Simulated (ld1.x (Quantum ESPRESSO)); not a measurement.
# PBEsol TM dataset for bismuth (Bi), scalar-relativistic all-electron reference.

bismuth (Bi), norm-conserving Troullier–Martins (Kleinman–Bylander form), made with ld1.x (Quantum ESPRESSO) 7.5 (PBEsol, scalar-relativistic). Core [Xe] 4f14, reference 5d10 6s2 6p3. Waves: 6p (bound): rc 1.15 bohr; 5d (bound): rc 1.85 bohr; 6s (bound): rc 1.80 bohr. Local part: the s channel. Core correction: a·sin(br)/r model core inside 1.05 bohr.

All-electron outer shells of the reference configuration (PBEsol, scalar-relativistic, ld1.x):

```json
{"shell": "4f", "level (eV)": "-152.63", "outermost node (bohr)": "–", "outermost maximum (bohr)": "0.34"}
{"shell": "5p", "level (eV)": "-95.82", "outermost node (bohr)": "0.48", "outermost maximum (bohr)": "0.86"}
{"shell": "5d", "level (eV)": "-27.06", "outermost node (bohr)": "0.51", "outermost maximum (bohr)": "1.03"}
{"shell": "6s", "level (eV)": "-14.53", "outermost node (bohr)": "0.98", "outermost maximum (bohr)": "1.86"}
{"shell": "6p", "level (eV)": "-4.60", "outermost node (bohr)": "1.14", "outermost maximum (bohr)": "2.44"}
```

Is a potential produced?

No. ld1.x (Quantum ESPRESSO) 7.5 stopped with "the pseudo-atom did not reach self-consistency". Before that it printed "Warning: n=2, l=1 expected 0 nodes, found 1".
